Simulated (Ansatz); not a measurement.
Coupled-cluster diagnostics for the cluster PtS3⁻, Ansatz.

Geometry of the doublet (r2SCAN-D4/def2-SVPD):

```xyz
4

Pt    0.3694   -0.1085    0.9087
S    -0.3120   -0.3076    2.9433
S     0.6924    0.1128   -1.2429
S    -0.7498    0.3033   -2.6091
```

In the def2 sets Pt takes a core potential; there is no spin–orbit coupling. Correlated methods freeze 15 core orbitals; core or outer-core shells of Pt are correlated, in sets that lack core-valence functions. Another isomer (doublet) lies 0.68 eV lower at PBE0-D4/def2-TZVPD; other spin states weren't run for this one.

**Question.** Estimate the CCSD(T) correlation energy, the shares of MP2 and (T), T1 and the reference's ⟨S²⟩ for: charge -1, doublet, own geometry in def2-SVPD; and the rough time on 2 threads of Arm Neoverse V2 on a shared host.

**Answer.** 
| state | basis | correlation (eV) | MP2 share (%) | (T) share (%) | T1 | ⟨S²⟩ (pure) | wall time | remarks |
| --- | --- | --- | --- | --- | --- | --- | --- | --- |
| charge -1, doublet, own geometry | def2-SVPD | -22.453 | 92.9 | 4.8 | 0.056 | 1.70 (0.75) | 74 s | large T1, spin-contaminated |
Customary marks for T1 are 0.02 (closed shells), 0.045 (open shells) and about 0.05 (3d metals). T1 exceeds 0.02 in 1 of 1 rows and 0.045 in 1; the higher it lies, the less the single-reference result can be trusted.
